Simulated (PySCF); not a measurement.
C3H9GeN, SMILES C=[CH][GeH2][NH]C.

Geometry optimised at PBE0-D3(BJ)/def2-SVP. The structure was generated by enumeration, and PubChem lists no compound with its InChIKey, so it may never have been made. Other conformers were not sampled.

Level of theory: PySCF 2.14.0 with TDA-LC-ωPBE/def2-SVPD.

Vertical excitations. Gas-phase values at a fixed geometry.

```csv
state,energy (eV),λ (nm),f,main pairs
S1,6.23,199,0.010,"HOMO→LUMO 63 %, HOMO→LUMO+2 12 %"
S2,6.89,180,0.004,HOMO−2→LUMO 77 %
S3,7.19,172,0.004,"HOMO→LUMO+2 31 %, HOMO→LUMO+1 29 %, HOMO→LUMO 23 %"
S4,7.24,171,0.006,"HOMO→LUMO+1 28 %, HOMO→LUMO+2 19 %, HOMO→LUMO+4 18 %, HOMO→LUMO+3 12 %"
S5,7.71,161,0.095,"HOMO→LUMO+3 47 %, HOMO→LUMO+7 16 %, HOMO→LUMO+1 11 %"
S6,7.91,157,0.154,"HOMO→LUMO+5 37 %, HOMO−1→LUMO 15 %, HOMO→LUMO+3 9 %, HOMO→LUMO+2 7 %"
S7,7.93,156,0.459,"HOMO−1→LUMO 67 %, HOMO→LUMO+5 10 %"
S8,8.34,149,0.062,"HOMO−1→LUMO+2 40 %, HOMO−1→LUMO+1 34 %, HOMO−1→LUMO+4 8 %"
S9,8.52,145,0.007,"HOMO→LUMO+6 69 %, HOMO→LUMO+4 15 %"
S10,8.63,144,0.052,"HOMO→LUMO+9 19 %, HOMO→LUMO+8 19 %, HOMO→LUMO+7 17 %, HOMO→LUMO+4 8 %"
T1,4.12,301,0,HOMO−1→LUMO 77 %
T2,5.84,212,0,"HOMO→LUMO 56 %, HOMO→LUMO+2 12 %, HOMO→LUMO+3 11 %"
T3,6.24,199,0,HOMO−2→LUMO 82 %
T4,6.92,179,0,HOMO→LUMO+1 63 %
```
Triplets are in the Tamm–Dancoff approximation.
